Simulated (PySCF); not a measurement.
Match the calculated data to a structure.

All candidates are C4H13OPSi3.

- 1H NMR: chemical shifts (computed TMS as zero) by class: 9.61 (1 H), 7.40 (1 H), 7.07 (1 H), 4.46 (1 H), 4.04 (1 H), 4.01 (1 H), 4.00 (1 H), 4.00 (1 H), 1.11 (2 H), 0.17 (3 H) ppm [GIAO PBE0/pcSseg-1]
- 13C NMR: chemical shifts (computed TMS as zero) by class: 204.8 (1 C), 158.0 (1 C), 156.5 (1 C), -8.5 (1 C) ppm [GIAO PBE0/pcSseg-1]
- Dipole: 2.05 D [PBE0/pcSseg-1]
- Rotational structure: rotational constants A, B, C: 1.103, 0.581, 0.468 GHz [GFN2-xTB]
- NMR, other nuclei: isotropic shieldings of nuclei other than C and H, by class: -335 (1 O), 418 (1 Si), 426 (1 Si), 438 (1 Si), 615 (1 P) ppm [GIAO PBE0/pcSseg-1]

Electronic properties: PySCF, gas phase, density fitting. Levels stand in brackets. The structure is a single GFN2-xTB conformer in the gas phase; no vibrational or solvent corrections. NMR classes are plain means over equivalent atoms (diastereotopic ones count apart unless rotation or inversion swaps them), as if these changed places fast.

Task: Which candidate is it?
A. `C=C[SiH2]P([SiH3])[SiH2]C(C)=O`
B. `CC#C[Si@@H](O[SiH3])[Si@@H](C)P`
C. `C#C[C@@H](C)[Si@@H](O[SiH3])[SiH2]P`
D. `C=C(C=O)[Si@@H]([SiH2]C)[SiH2]P`

Result: D. It is `C=C(C=O)[Si@@H]([SiH2]C)[SiH2]P`. Numbering: `[CH2:1]=[C:2]([CH:3]=[O:4])[Si@@H:5]([SiH2:6][CH3:7])[SiH2:8][PH2:9]`. 4 carbons fall into 4 classes; from least to most shielded: aldehyde carbon [C3] (204.8 ppm), fully substituted alkene carbon [C2] (158.0 ppm), terminal =CH2 carbon [C1] (156.5 ppm), Si-methyl carbon [C7] (-8.5 ppm). Hydrogen classes from least to most shielded: 1 H on an aldehyde carbon, C3 (9.61 ppm), 1 H on a terminal =CH2 carbon, C1 (7.40 ppm), 1 H on a terminal =CH2 carbon, C1 (7.07 ppm), 1 H on an SiH2 silicon, Si8 (4.46 ppm), 1 H on an SiH2 silicon, Si6 (4.04 ppm), 1 H on an SiH silicon, Si5 (4.01 ppm), 1 H on an SiH2 silicon, Si8 (4.00 ppm), 1 H on an SiH2 silicon, Si6 (4.00 ppm), 2 H on a three-coordinate phosphorus, P9 (1.11 ppm), 3 H on an Si-methyl carbon, C7 (0.17 ppm). The other shieldings belong to: -335 ppm, aldehyde oxygen [O4]; 418 ppm, SiH2 silicon [Si6]; 426 ppm, SiH silicon [Si5]; 438 ppm, SiH2 silicon [Si8]; 615 ppm, three-coordinate phosphorus [P9]. The optimised geometry has point group C1 and is an asymmetric top.

The others, at the same levels:
- `CC#C[Si@@H](O[SiH3])[Si@@H](C)P` fails: its computed 13C shifts are 115.5 (1 C), 86.4 (1 C), 6.0 (1 C), -7.1 (1 C) ppm, 1H shifts are 5.48 (1 H), 5.11 (3 H), 4.48 (1 H), 2.13 (3 H), 1.06 (2 H), 0.20 (3 H) ppm and rotational constant A is 0.849 GHz (against 1.103 GHz).
- `C#C[C@@H](C)[Si@@H](O[SiH3])[SiH2]P` fails: its computed 13C shifts are 91.4 (1 C), 78.6 (1 C), 18.8 (1 C), 16.8 (1 C) ppm, 1H shifts are 5.57 (1 H), 5.07 (3 H), 4.20 (1 H), 3.91 (1 H), 2.35 (1 H), 1.50 (3 H), 1.49 (1 H), 1.20 (2 H) ppm and smallest rotational constant is 0.406 GHz (against 0.468 GHz).
- `C=C[SiH2]P([SiH3])[SiH2]C(C)=O` fails: its computed 13C shifts are 247.0 (1 C), 142.7 (1 C), 142.3 (1 C), 43.4 (1 C) ppm, 1H shifts are 6.46 (1 H), 6.36 (1 H), 6.14 (1 H), 4.56 (2 H), 4.39 (3 H), 4.38 (2 H), 2.37 (3 H) ppm and rotational constant A is 0.902 GHz (against 1.103 GHz).

Each candidate is one conformer, not necessarily the lowest. The conformers computed, where there is a choice (atom-mapped SMILES and torsion angles):
- `[CH3:1][C:2]#[C:3][Si@@H:4]([O:5][SiH3:6])[Si@@H:7]([CH3:8])[PH2:9]`: C3–Si4–O5–Si6 71°, C3–Si4–Si7–C8 68°, H–P9–Si7–Si4 -50°, H–P9–Si7–Si4 43°
- `[CH:1]#[C:2][C@@H:3]([CH3:4])[Si@@H:5]([O:6][SiH3:7])[SiH2:8][PH2:9]`: C2–C3–Si5–O6 172°, C3–Si5–O6–Si7 45°, C3–Si5–Si8–P9 54°, H–P9–Si8–Si5 46°, H–P9–Si8–Si5 -46°
- `[CH2:1]=[CH:2][SiH2:3][P:4]([SiH3:5])[SiH2:6][C:7]([CH3:8])=[O:9]`: C1–C2–Si3–P4 127°, C2–Si3–P4–Si5 -153°, Si3–P4–Si6–C7 -60°, P4–Si6–C7–C8 139°

The conformers of `C=C(C=O)[Si@@H]([SiH2]C)[SiH2]P` aren't listed.
